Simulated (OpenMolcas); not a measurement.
## Ni2+: effect of the level shift or regulariser

- Program: OpenMolcas 26.06
- Basis: ANO-RCC-VDZP [5s4p2d1f]
- Scalar Hamiltonian: DKH2, point nucleus
- Active space: 8 electrons in 6 orbitals (3d 4s)
- State averaging: 2S+1 = 3 even, 55 roots; 2S+1 = 5 even, 10 roots kept (CI in the orbitals of an earlier block); 2S+1 = 1 even, 50 roots kept (CI in the orbitals of an earlier block)
- Spin-orbit coupling: state interaction with AMFI integrals over the reference wave functions, term energies averaged over their components

Methods on the same reference wave functions:
A. CASSCF
B. MS-CASPT2, IPEA 0.25 Eh, imaginary shift 0.1 Eh (closed shells correlated: 3s 3p)
C. MS-CASPT2, IPEA 0.25 Eh, imaginary shift 0.3 Eh (closed shells correlated: 3s 3p)

Energies in cm-1 above 3d8 3F4, the measured ground level; measured values from Corliss and Sugar, J. Phys. Chem. Ref. Data 10, 197 (1981).

```json
{"Level": "3d8 3F4", "A": "0.0", "B": "0.0", "C": "0.0", "Measured": "0.0"}
{"Level": "3d8 3F3", "A": "1520", "B": "1524", "C": "1524", "Measured": "1361"}
{"Level": "3d8 3F2", "A": "2558", "B": "2530", "C": "2530", "Measured": "2270"}
{"Level": "3d8 1D2", "A": "17863", "B": "13420", "C": "13420", "Measured": "14032"}
{"Level": "3d8 3P2", "A": "21652", "B": "17460", "C": "17460", "Measured": "16662"}
{"Level": "3d8 3P1", "A": "22061", "B": "17900", "C": "17900", "Measured": "16978"}
{"Level": "3d8 3P0", "A": "22360", "B": "18170", "C": "18170", "Measured": "17231"}
{"Level": "3d8 1G4", "A": "27719", "B": "23870", "C": "23870", "Measured": "23109"}
{"Level": "3d7 4s 5F5", "A": "34764", "B": "57730", "C": "57720", "Measured": "53704"}
{"Level": "3d7 4s 5F4", "A": "35709", "B": "58670", "C": "58660", "Measured": "54658"}
{"Level": "3d7 4s 5F3", "A": "36458", "B": "59420", "C": "59410", "Measured": "55406"}
{"Level": "3d7 4s 5F2", "A": "37010", "B": "59970", "C": "59970", "Measured": "55952"}
{"Level": "3d7 4s 5F1", "A": "37371", "B": "60330", "C": "60330", "Measured": "56308"}
{"Level": "3d7 4s 3F4(1)", "A": "42926", "B": "64350", "C": "64340", "Measured": ""}
{"Level": "3d7 4s 3F3(1)", "A": "44204", "B": "65620", "C": "65620", "Measured": ""}
{"Level": "3d7 4s 3F2(1)", "A": "45092", "B": "66500", "C": "66500", "Measured": ""}
{"Level": "3d7 4s 5P3", "A": "56097", "B": "76330", "C": "76320", "Measured": "71067"}
{"Level": "3d7 4s 5P2", "A": "56456", "B": "76600", "C": "76600", "Measured": "71384"}
{"Level": "3d7 4s 5P1", "A": "56930", "B": "77110", "C": "77110", "Measured": "71842"}
{"Level": "3d7 4s 3G5", "A": "58048", "B": "79320", "C": "79310", "Measured": "75124"}
{"Level": "3d7 4s 3G4", "A": "58571", "B": "79820", "C": "79820", "Measured": "75647"}
{"Level": "3d7 4s 3G3", "A": "59162", "B": "80420", "C": "80410", "Measured": "76237"}
{"Level": "3d7 4s 1G4", "A": "62491", "B": "83070", "C": "83060", "Measured": "79250"}
{"Level": "3d7 4s 3H6", "A": "65073", "B": "86930", "C": "86920", "Measured": "81687"}
```

Deviations, from unrounded energies. A percentage is the sum of absolute deviations over the sum of measured energies, with the sign that they share, or ± where signs differ.

```tsv
Against measurement	Levels	A	B	C
mean absolute deviation (cm-1)	20	12000	3100	3100
fine structure of the ground term (%)	2	+12.3	+11.6	+11.6
other terms of the ground configuration (%)	5	+26.9	±4.6	±4.6
other configurations (%)	13	-25.5	+6.5	+6.5
```

B, C lie about equally close to measurement and A furthest from it. The largest miss of C in the table is 3d7 4s 5P1, by +5300 cm-1. The ranking rests on the paired levels alone, and a cruder setting can come out closer through cancelling errors.

Between B and C the level of the table that moves most is 3d7 4s 3G5, by 5.3 cm-1 (lowest in C, highest in B). Moves below CASPT2's spread within the term are not significant.

The two smallest mean deviations differ by little beside CASPT2's spread within terms, so their order carries little weight.

From A to B the spin-free energies of the other terms of 3d8 shown, above 3F, scale by factors of 0.73 to 0.85, as is usual when dynamic correlation screens the repulsion within a d or f shell.

The lowest spin-free term lies below A's lowest term by 0.507 hartree in B, 0.507 hartree in C.

CASPT2 breaks the degeneracy within a term, and the mean is taken; among the terms shown or strongly mixed into the levels shown the widest spread is 3100 cm-1 (3d8 1G, B). Some levels mix across a computed gap that differs much from the measured one, so their mixing is not that of the real levels. Terms from blocks run as CI alone lack orbitals of their own. A single d shell beside an s shell can misplace configurations of different d count against each other. Without dynamic correlation excited terms often stand tens of per cent too high (terms of higher spin than the ground term too low), and those without a measured partner can miss by more than the paired ones (holds for A). Measured partners are found by configuration, term and J. A level has none where our copy of the source lacks it or the pairing is in doubt (some pairs that miss far off the trend of their configuration count as doubtful), and it then counts in no deviation. Only configurations of the active space appear. Levels that lie high or do not pair safely by name in every column are left out.

A number in round brackets counts repeated terms of one configuration in the order of the reference energies.
